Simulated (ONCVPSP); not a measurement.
# Transferability test, ONCV potential for aluminium

| Quantity | Value |
| --- | --- |
| Element | Al |
| Generator | ONCVPSP 4.0.1 |
| Type | optimised norm-conserving Vanderbilt (ONCV) |
| Functional | PBE |
| Relativity | scalar-relativistic |
| Frozen core | [He] |
| Valence charge | 11 |
| Reference configuration | 2s2 2p6 3s2 3p1 |
| Partial waves | 2s+3s: rc 1.00 bohr, ncon 4, nbas 8, qcut 12.7 1/bohr, 3 projectors, debl 0.9 Ha; 2p+3p: rc 1.25 bohr, ncon 4, nbas 7, qcut 12.9 1/bohr, 2 projectors |
| Local potential | polynomial inside 0.80 bohr (lpopt 5, dvloc0 0 Ha) |
| Core correction | Teter function fitted to the true core (icmod 2), fcfact 0.4 |

Energies are relative to the spin-unpolarised reference configuration 2s2 2p6 3s2 3p1; without spin polarisation the order of configurations can differ from experiment. Not all tests gave a result: 1 of 4 tests not solved or not reliable.

| valence configuration | charge | ΔE all-electron (eV) | error AE − PS (meV) |
| --- | --- | --- | --- |
| 2s2 2p6 3s2 3p0 | +1 | 5.761 | +0.2 |
| 2s2 2p6 3s1 3p0 | +2 | 24.987 | -0.6 |
| 2s2 2p6 3s0 3p3 | 0 | 10.451 | -1.6 |

Levels in the configuration 2s2 2p6 3s0 3p3:

```tsv
level	all-electron (eV)	pseudo (eV)
2s	-111.657	-111.730
2p	-73.111	-73.171
3p	-3.892	-3.892
```
